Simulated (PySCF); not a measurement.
Dipole moment and polarisability of Zr(OiPr)F3

Zr(OiPr)F3, C₃H₇F₃OZr (singlet state).
Structure used (PBE0-D3(BJ)/def2-SVP), in Å, numbered top down from 1:
```
atom  x, y, z in Å
Zr1   -0.596   -0.732   -2.378
O2     0.037   -0.441   -0.616
C3     0.489   -0.143    0.682
C4    -0.641   -0.361    1.673
C5     1.041    1.271    0.715
H6     1.307   -0.851    0.913
H7    -1.471    0.332    1.466
H8    -0.295   -0.188    2.703
H9    -1.022   -1.390    1.606
H10    1.851    1.389   -0.018
H11    0.247    1.997    0.479
H12    1.441    1.509    1.712
F13    0.725   -0.145   -3.625
F14   -2.197    0.271   -2.648
F15   -0.948   -2.594   -2.619
```

Level: wB97X-D/def2-SVPD (PySCF), static field, nuclei fixed, core orbitals frozen in the response. The polarisability tensor in these axes (au):

```
x   71.58  3.78  4.21
y    3.78 71.67  4.26
z    4.21  4.26 88.58
```

What are the eigenvalues, a third of the trace, and Δα (Δα² = ½Σ(αi − αj)² over the three pairs)?

Principal values 67.85, 73.09 and 90.90 au; mean 77.28 au = 11.45 Å³ = 12.74 × 10⁻⁴⁰ C²·m²/J; Δα = 20.92 au (27 % of the mean).

What is the dipole moment, and where does it point?

(1.04, 0.65, 3.09) D, 3.32 D in size, pointing from the negative to the positive side. Measured along this direction, the outermost atoms are F15 and F13 at the negative end and H8 and H12 at the positive end.

Find the Langevin capture rate constant for H3O+ (19.018 u) meeting this molecule (205.950 u), k = 2.342 × 10⁻⁹ cm³/s × √(α in Å³ / reduced mass in u).

The reduced mass is 17.41 u, so k = 1.90 × 10⁻⁹ cm³/s. The formula leaves out the permanent dipole, which adds to the capture rate.

What would n − 1 = 2πNα be for an ideal gas of these molecules at 500 K and 1 atm, electronic part alone?

N = p/kT = 1.4678 × 10¹⁹ cm⁻³, so n − 1 = 2π × N × 11.45 × 10⁻²⁴ cm³ = 1056 × 10⁻⁶ at long wavelengths, for an ideal gas.

Form Σ f/ω² (atomic units) for the 10 lowest TDDFT singlets, given as eV and f, and set it beside the mean polarisability, which is this sum over all singlets: 7.15, 0.0001; 7.27, 0.0047; 7.27, 0.0039; 7.67, 0.0098; 7.75, 0.0320; 7.80, 0.0845; 8.24, 0.0000; 8.27, 0.0117; 8.30, 0.0010; 8.51, 0.0105.

They add up to 1.92 au, 2.5 % of the 77.28 au; the largest single term is 1.03 au, from the state at 7.80 eV. Terms in order: 0.00, 0.07, 0.05, 0.12, 0.39, 1.03, 0.00, 0.13, 0.01, 0.11 au. Higher excitations give the rest. The strengths listed sum to 0.158.

Estimate the molar refractivity from the static electronic polarisability.

Lorentz–Lorenz: R = (4π/3)N_A α = 2.5225 cm³/(mol·Å³) × 11.45 Å³ = 28.9 cm³/mol, in the limit of long wavelengths.

Geometry: PBE0-D3(BJ)/def2-SVP; no solvent, vibrations or thermal averaging. Atoms past krypton carry effective core potentials; spin–orbit coupling is left out.
